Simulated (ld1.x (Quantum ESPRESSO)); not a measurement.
Before and after: RRKJ potential for Bi

* Element: bismuth (Bi)
* Generator: ld1.x (Quantum ESPRESSO) 7.5
* Type: norm-conserving RRKJ (Kleinman–Bylander form)
* Functional: PBEsol
* Relativity: scalar-relativistic
* Frozen core: [Xe] 4f14
* Valence charge: 15
* Reference configuration: 5d10 6s1.75 6p3.25
* Partial waves: 6p (bound): rc 1.95 bohr; 5d (bound): rc 2.05 bohr; 5f channel at -0.05 Ry: rc 1.55 bohr; 6s (bound): rc 1.80 bohr
* Local potential: the s channel
* Core correction: a·sin(br)/r model core inside 0.80 bohr
* rho0: 0.01

All-electron outer shells of the reference configuration (PBEsol, scalar-relativistic, ld1.x):

```csv
shell,level (eV),outermost node (bohr),outermost maximum (bohr)
4f,-153.09,–,0.34
5p,-96.27,0.48,0.86
5d,-27.48,0.51,1.03
6s,-14.80,0.98,1.86
6p,-4.77,1.14,2.44
```

Change: functional PBE.

Cutoffs: the cutoffs (Ry, on a coarse ladder) from which the occupation-weighted sum of valence levels, in a spherical-Bessel basis at the reference potential, stays within 10 and 1 mRy of its value at 400 Ry; they do not see the model core or the augmentation charge, which bear on the density cutoff. Errors are all-electron minus pseudo energies relative to the spin-unpolarised reference configuration.

What does the change do?

The potential gets neither clearly harder nor softer (45 Ry and 60 Ry → 45 Ry and 60 Ry); of the 7 tests that both files solve, the error grows in 3 and shrinks in 0 by more than 15 % and 0.3 meV (median size 3.0 → 3.7 meV); neither file shows a bound ghost.

| quantity | base | changed |
| --- | --- | --- |
| cutoff, loose | 45 Ry | 45 Ry |
| cutoff, tight | 60 Ry | 60 Ry |
| bound ghosts | none | none |
| error for 5d10 6s2 6p3, meV [ΔE -2.50 → -2.49 eV] | +0.4 | +0.3 |
| error for 5d10 6s2 6p2, meV [ΔE 5.45 → 5.43 eV] | -3.0 | -3.3 |
| error for 5d10 6s2 6p1, meV [ΔE 20.74 → 20.67 eV] | -9.4 | -11 |
| error for 5d10 6s2 6p3.3, meV [ΔE -3.60 → -3.58 eV] | +1.4 | +1.3 |
| error for 5d9 6s2 6p3, meV [ΔE 30.82 → 30.83 eV] | -75 | -78 |
| error for 5d10 6s1 6p4, meV [ΔE 7.62 → 7.60 eV] | -3.0 | -3.7 |
| error for 5d10 6s1 6p0, meV [ΔE 89.58 → 89.42 eV] | -59 | -73 |
| s: phases at 2.25 bohr within 0.05 rad from the reference energy up to (Ry; the scan ends near 5) | 3.3 | 3.3 |
| p: phases at 2.25 bohr within 0.05 rad from the reference energy up to (Ry; the scan ends near 5) | 3.9 | 3.9 |
| d: phases at 2.25 bohr within 0.05 rad from the reference energy up to (Ry; the scan ends near 5) | 0.7 | 0.7 |
| f: phases at 2.25 bohr within 0.05 rad from the reference energy up to (Ry; the scan ends near 5) | 4.9 | 4.9 |
